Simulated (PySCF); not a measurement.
Compound: 4-ethylaniline, C8H11N.
Z-matrix (Å and degrees, PBE0-D3(BJ)/def2-SVP geometry), rows numbered from 1:
```
C 
C   1  1.5266
C   2  1.5054  1  113.01
C   3  1.3991  2  121.35  1    87.64
C   4  1.3903  3  121.80  2  -177.66
C   5  1.4044  4  120.78  3     0.12
N   6  1.3833  5  121.18  4   177.68
C   6  1.4044  5  117.71  4    -0.13
C   8  1.3904  6  120.82  5     0.12
H   1  1.1014  2  111.49  3  -179.99
H   1  1.1011  2  110.96  3    59.56
H   1  1.1011  2  110.94  3   -59.56
H   2  1.1028  1  109.37  3   122.08
H   2  1.1027  1  109.42  3  -122.12
H   4  1.0943  3  119.29  2     2.72
H   5  1.0937  4  119.83  3  -179.85
H   7  1.0116  6  115.95  5    23.01
H   7  1.0116  6  116.00  5   158.67
H   8  1.0937  6  119.37  5  -179.85
H   9  1.0944  3  119.31  2    -2.73
```

Computed with PySCF at CAM-B3LYP/def2-SVPD, non-relativistic, on one gas-phase PBE0-D3(BJ)/def2-SVP geometry that isn't relaxed in the solvent. The solvent is an IEF-PCM continuum (Bondi radii, 1.10 Å for H, scaled by 1.2), and excitations are vertical TDDFT with non-equilibrium linear response and a frozen core. Specific hydrogen bonds and non-electrostatic terms are outside this model.

Gas-phase singlets (H = HOMO, L = LUMO):

| state | E (eV) | λ (nm) | f | leading configurations |
| --- | --- | --- | --- | --- |
| S1 | 4.769 | 260 | 0.036 | H→L 88% |
| S2 | 5.443 | 228 | 0.106 | H→L+1 74%, H→L+2 11% |
| S3 | 5.639 | 220 | 0.119 | H→L+2 80%, H-1→L 8% |
| S4 | 6.225 | 199 | 0.006 | H→L+3 76%, H→L+1 9% |
| S5 | 6.317 | 196 | 0.002 | H→L+4 87% |

Question: What are the lowest 5 singlets in benzene (ε = 2.271)?

Answer: 
```tsv
state	E (eV)	λ (nm)	f	leading configurations	change by rank (eV)
S1	4.722	263	0.060	H→L 91%	-0.047
S2	5.437	228	0.307	H→L+1 82%	-0.006
S3	5.665	219	0.029	H→L+2 74%, H→L+3 19%	+0.026
S4	6.272	198	0.015	H→L+3 59%, H→L+2 15%	+0.047
S5	6.433	193	0.005	H→L+4 87%	+0.116
```

Question: How does the list change in tetrahydrofuran (ε = 7.426)?

Answer: 
```tsv
state	E (eV)	λ (nm)	f	leading configurations	change by rank (eV)
S1	4.720	263	0.056	H→L 91%	-0.049
S2	5.460	227	0.320	H→L+1 82%, H-1→L 8%	+0.017
S3	5.734	216	0.006	H→L+2 63%, H→L+3 29%	+0.095
S4	6.339	196	0.018	H→L+3 52%, H→L+2 22%	+0.114
S5	6.539	190	0.005	H→L+4 88%	+0.222
```

Question: The ground-state energy changes by -0.210 eV from gas to tetrahydrofuran. By how much does the total energy of gas-phase S1 change?

Answer: E(S1) = E(S0) + excitation energy, so it changes by -0.210 − 0.049 = -0.259 eV: it is lowered more than the ground state, which is what a red shift means. This is the vertical state, with the slow part of the continuum still set for S0.

Question: How do the frontier levels move from gas to tetrahydrofuran?

Answer: 
```
orbital  gas (eV)  solvent (eV)  change (eV)
 LUMO+2      1.57          1.64        +0.07
 LUMO+1      1.28          1.31        +0.03
   LUMO      0.96          0.92        -0.04
   HOMO     -6.94         -6.95        -0.01
 HOMO-1     -8.34         -8.41        -0.07
 HOMO-2    -10.07        -10.08        -0.01
 HOMO-3    -10.60        -10.56        +0.04
```

The HOMO–LUMO gap goes from 7.90 to 7.87 eV. Rows go by rank; for LUMO+1 and LUMO+2 the atom shares or the degeneracy differ between the runs, so the row needn't follow one orbital.

The run took 1.9 min wall on Arm Neoverse N1, one thread, shared host with 64 logical CPUs at a one-minute load of 54, and the process peaked at 1.4 GiB of memory. This is the whole response run at CAM-B3LYP/def2-SVPD in tetrahydrofuran, SCF included.
